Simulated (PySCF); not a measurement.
**ZrFCl + HCl → ZrHF + Cl₂**

Level: PBE0 in the def2-TZVP basis family, computed in PySCF with density fitting; scalar-relativistic core potentials for atoms from Rb on, none lighter, no spin–orbit coupling; open shells unrestricted.

```tsv
species	state and structure	E (Eh)	ZPE (kJ/mol)	H(298 K) − H(0) (kJ/mol)	S° (J/(mol K))
ZrFCl	triplet, Cs, Zr–Cl 2.353 Å, Zr–F 1.902 Å; Cl–Zr–F 135.2°	-606.98519	6.7	13.1	307.3
HCl	singlet, C∞v, H–Cl 1.279 Å	-460.66440	17.9	8.7	186.6
ZrHF	triplet, Cs, Zr–F 1.890 Å, Zr–H 1.862 Å; F–Zr–H 118.4°	-147.40893	16.1	11.1	268.6
Cl₂	singlet, D∞h, Cl–Cl 1.982 Å	-920.08940	3.5	9.1	222.5
```

Q: What is the electronic reaction energy?

A: At PBE0/def2-TZVP, ΔE = 397.1 kJ/mol from the differences of the total energies times 2625.5, uphill. 

Q: Add zero-point, thermal and entropy terms for 298.15 K and 1 bar.

A: ΔZPE = -5.0 and Δ[H(298) − H(0)] = -1.6 kJ/mol give ΔH° = 390.5 kJ/mol. ΔS° = -2.8 J/(mol K), so ΔG° = 390.5 − 298.15 × (-0.0028) = 391 kJ/mol.

Open d or f shells are single determinants, so the state found may not be the ground state. The structures come from searches over a few start shapes, so lower isomers are not excluded.
